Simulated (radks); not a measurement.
Spherical jellium clusters: N electrons in a uniform positive sphere of charge N and radius rs N^(1/3), rs = 5.23 bohr. Method: non-relativistic Kohn-Sham, LDA (Slater exchange, Perdew-Wang correlation), spin-polarised, spherical densities; computed with a radial shooting solver with Libxc functionals. Levels are named by radial order and angular momentum (1s, 1p, 1d, 2s, ...), and open shells are averaged over m.

N = 6, configuration 1s2 1p(up 3, down 1). This is the lowest configuration that the search found. Occupied and some empty levels:

level    occupation  eigenvalue (eV)  <r> (bohr)
1s up             1          -3.4306       6.410
1s down           1          -3.1249       6.445
1p up             3          -2.5727       7.665
1p down           1          -2.2765       7.829
1d up             0          -1.5157       8.885
1d down           0          -1.2649       9.173
2s up             0          -1.1103       8.937
2s down           0         -0.95605       9.290
1f up             0         -0.40200       10.60
1f down           0         -0.22668       11.22

Energy (eV): total -10.0393, kinetic 6.7073, external -122.02, Hartree 60.451, exchange-correlation -17.023, background 61.847.
